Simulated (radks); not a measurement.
Question: Lu II, 70 electrons, occupied as [Xe] 4f14 6s1 6p1 (not the ground configuration). Calculated with a radial shooting solver on a logarithmic mesh with Libxc functionals: scalar-relativistic Kohn-Sham, PBE, spin-polarised, spherical densities, finite nucleus; open shells are filled with parallel spins first (spin-orbit coupling, left out, can overturn this in heavy ions); Fermi nuclear charge, rms radius 5.37 fm. Some entries of the table are withheld. Estimate them.

orbital,occ.,eigenvalue (hartree),<r> (bohr)
1s up,1,-2323.869,0.01932
1s down,1,-2323.869,0.01932
2s up,1,-395.9117,0.08184
2s down,1,-395.9113,0.08184
2p up,3,-348.4077,0.07292
2p down,3,-348.4072,0.07292
3s up,1,-90.01166,0.2126
3s down,1,-90.01142,0.2126
3p up,3,-75.75023,0.2123
3p down,3,-75.74996,0.2123
3d up,5,-58.61254,0.1925
3d down,5,-58.61222,0.1925
4s up,1,-18.21815,0.4780
4s down,1,-18.21771,0.4780
4p up,3,-13.53799,0.5079
4p down,3,-13.53745,0.5079
4d up,5,-7.42868,0.5477
4d down,5,-7.42786,0.5476
5s up,1,-2.62404,(1)
5s down,1,-2.61893,(2)
5p up,3,-1.53874,1.384
5p down,3,-1.53083,1.378
4f up,7,-0.73045,0.7215
4f down,7,-0.72821,0.7190
6s up,1,-0.45547,3.222
6s down,0,-0.40181,3.113
6p up,1,-0.28387,4.061

Answer: 
(1) 5s up <r> (bohr): 1.169
(2) 5s down <r> (bohr): 1.167
